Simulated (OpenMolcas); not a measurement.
Os5+ among 4 point charges of -1.5 e arranged as a tetrahedron (Td), 2.27 Å from the ion.

```json
{
 "Program": "OpenMolcas 26.06",
 "Method": "SS-CASPT2, IPEA 0.25 Eh, imaginary shift 0.1 Eh (closed shells correlated: 4f 5s 5p)",
 "Basis": "ANO-RCC-VDZP [7s6p4d2f1g]",
 "Scalar Hamiltonian": "DKH2, point nucleus",
 "Active space": "3 electrons in 5 orbitals (5d)",
 "State averaging": "2S+1 = 4 even, 10 roots; 2S+1 = 2 even, 40 roots",
 "Spin-orbit coupling": "state interaction with AMFI integrals over the reference wave functions"
}
```

What is the spin-free ground state (labels of Td)?

4T1, 3-fold in its orbital part, 100 % from free-ion F terms; it has the highest spin that d3 allows.

Where is the first state of the same spin?

4T2 at 1310 cm-1 above the ground state.

What are the lowest two levels with spin-orbit coupling?

A 4-fold level Γ8, then a 2-fold level Γ7 6820 cm-1 above it. Their leading multiplicities are 4 (82 %) and 4 (95 %).

What is χT at 300 K?

0.13 cm3 K/mol.

Roots that are degenerate in the reference are averaged as groups; the widest CASPT2 spread within a group is 140 cm-1 (the 3-fold group of multiplicity 4 near 1310 cm-1 above the lowest state of its run). Shifts and gaps below about the spread of the groups concerned are not significant. Spin-orbit coupling mixes the spin-free states strongly: the lowest level takes only 42 % from its leading state, 4T1. Point charges give a weaker field than real ligands, and real ions of this kind are as a rule low spin; the high spin found here belongs to the model. The ground term spreads over less than 5000 cm-1, several times less than with real ligands, so orbital moments are less quenched and χT lies further from the spin-only value than at real sites. Free-ion shares, where given, are those of the reference states; single-state CASPT2 does not remix them. Point charges carry no covalency, so the field is a model and not that of real ligands. No measured value stands beside these numbers.
